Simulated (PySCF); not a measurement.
Ionisation energy of Dy⁵²⁺ by level of theory

Dy⁵²⁺ [Ne] 3s2 3p2 (3P) → Dy⁵³⁺ [Ne] 3s2 3p1 (2P), as a difference of total energies. Calculation: PySCF 2.14, in an even-tempered Gaussian basis (17 s from 12 bohr⁻², ratio 2.5; 12 p from 16 bohr⁻², ratio 2.5; 4 d from 62 bohr⁻², ratio 2.7; 4 f from 93 bohr⁻², ratio 2.7); the spin-free X2C one-electron Hamiltonian (Gaussian nucleus). Correlated levels: outer shells: 1s2 frozen; virtual orbitals above 40 to 60 times the deepest correlated orbital energy dropped. The calculations carry no spin-orbit coupling.

| method | ionisation energy (eV) |
| --- | --- |
| UHF | 4816.4 |
| MP2 (outer shells) | 4817.0 |
| SCS-MP2 (outer shells) | 4816.8 |
| CCSD (outer shells) | 4817.0 |
| CCSD(T) (outer shells) | 4817.0 |

Spin-orbit coupling is strong in these open shells (close to jj coupling). The scalar numbers leave it out and a first-order estimate fails, so it can dominate the gap to the real levels.

Breit and QED terms and the two-electron picture change are absent.

For comparison: 4945 ± 4 eV (theoretical estimate listed by NIST; NIST Atomic Spectra Database, ionization energies).
